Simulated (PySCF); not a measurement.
# Stretching CdS

Set-up: Cd x2c-TZVPPall, S x2c-TZVPPall; spin-free X2C with a Gaussian nucleus (PySCF 2.14). Energies in eV from Cd + S in their ground configurations at the same level. All curves are PBE0. state 1: ¹Σ⁺ (singlet), closed shell; state 2: ³Π (triplet), unpaired electrons σ ↑, π ↑, a second solution, started from another occupation; state 3: Ms = 0 determinant of mixed spin (⟨S²⟩ near 1.0), unpaired electrons σ ↓, π ↑, a second solution, started from another occupation.

| R (Å) | state 1 | state 2 | state 3 |
| --- | --- | --- | --- |
| 1.931 | 0.032 | 1.097 | 1.2031 |
| 2.021 | -0.579 | 0.227 | 0.3287 |
| 2.110 | -0.906 | -0.344 | -0.2441 |
| 2.178 | -1.016 | -0.627 | -0.5269 |
| 2.245 | -1.042 | -0.817 | -0.7147 |
| 2.312 | -1.007 | -0.934 | -0.8284 |
| 2.402 | -0.893 | -1.006 | -0.8935 |
| 2.514 | -0.686 | -1.003 | -0.8780 |
| 2.649 | -0.394 | -0.919 | -0.7735 |
| 2.829 | -0.001 | -0.749 | -0.5687 |

**Question.** Put a parabola through the three lowest points of the state 1 curve and estimate Re, k and ωe (reduced mass 24.96 u; 1 eV/Å² = 0.16022 mdyn/Å; ωe = 1302.8·√(k/μ) cm⁻¹).

**Answer.** Through R = 2.178, 2.245, 2.312 Å the second-order coefficient is 6.79 eV/Å², so Re ≈ 2.240 Å, k ≈ 2.18 mdyn/Å and ωe ≈ 385 cm⁻¹. A polynomial fit of higher order to the unrounded PBE0 energies gives Re = 2.237 Å, k = 2.26 mdyn/Å, ωe = 392 cm⁻¹; anharmonicity and rounding make the difference.

The higher-order fit for each curve: state 1: Re = 2.237 Å, ωe = 392 cm⁻¹, De = 1.04 eV; state 2: Re = 2.452 Å, ωe = 270 cm⁻¹, minimum 1.02 eV below the ground-state fragments; state 3: Re = 2.437 Å, ωe = 286 cm⁻¹, minimum 0.90 eV below the ground-state fragments.
